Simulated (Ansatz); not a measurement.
Consider the formal exchange of groups at a B–N bond: `OBN[SiH3]` + `[F][AlH2]` → `O[BH][AlH][F]` + `N[SiH3]`.

Gas-phase electronic energies from Ansatz, PBE0-D4/def2-TZVP geometries. CBS: MP2 limit from def2 TZ/QZ plus the TZ coupled-cluster correction, frozen cores. This one scheme is used for every species. Functionals use def2-TZVPP. Each species was taken in one conformer, which may not be the lowest.

`OBN[SiH3]`:

Cartesian coordinates in Å:
```
O -0.859 -0.174 1.577
B -1.268 0.217 0.331
N -0.297 0.233 -0.691
Si 1.379 -0.201 -0.509
H -1.560 -0.165 2.228
H -2.407 0.535 0.117
H -0.603 0.522 -1.606
H 1.536 -1.615 -0.081
H 2.067 0.670 0.477
H 2.011 -0.023 -1.842
```

`[F][AlH2]`:

Cartesian coordinates in Å:
```
F -0.663 1.260 -0.718
Al 0.023 -0.044 0.025
H -0.595 -1.456 -0.298
H 1.236 0.240 0.990
```

`O[BH][AlH][F]`:

Cartesian coordinates in Å:
```
O -0.615 1.558 0.415
B 0.189 0.478 0.578
Al -0.047 -1.166 -0.782
F 1.172 -1.419 -1.879
H -0.455 2.262 1.052
H 0.992 0.503 1.481
H -1.236 -2.215 -0.865
```

`N[SiH3]`:

Z-matrix (Å, degrees):
```
Si
N 1 1.720
H 1 1.486 2 107.9
H 1 1.494 2 116.0 3 -120.3
H 1 1.486 2 107.9 3 119.4
H 2 1.007 1 119.6 3 -168.6
H 2 1.007 1 119.6 3 49.2
```

| level | ΔE (kJ/mol) |
| --- | --- |
| revPBE-D4 | 148.8 |
| BHLYP-D4 | 165.4 |
| ωB97M-V | 161.5 |
| MP2/def2-TZVPP | 166.4 |

**Question.** What does CCSD(T)/CBS give? (Estimate.)

**Answer.** The calculation gave: +157.8 kJ/mol. The listed levels differ from it by -9.0, 7.6, 3.7, 8.6 kJ/mol.

**Question.** What do rigid-rotor, harmonic-oscillator terms from PBE0-D4/def2-TZVP frequencies (298.15 K, 1 bar) make of the CCSD(T)/CBS value? (Estimate.)

**Answer.** Computed: ΔZPE = +3.3 kJ/mol, ΔH = +163.3 kJ/mol, ΔS = 32 J/(mol·K), ΔG = +153.9 kJ/mol. Modes under 50 cm⁻¹ make the entropy rough.

Largest T1 diagnostic among the species: 0.014.

At CCSD(T), def2-SVP lies +12.7 kJ/mol from the extrapolated value and def2-TZVPP +0.9 kJ/mol. From PBE to PBE0 (25 % exact exchange), in def2-TZVPP and without D4, ΔE moves by +5.8 kJ/mol.
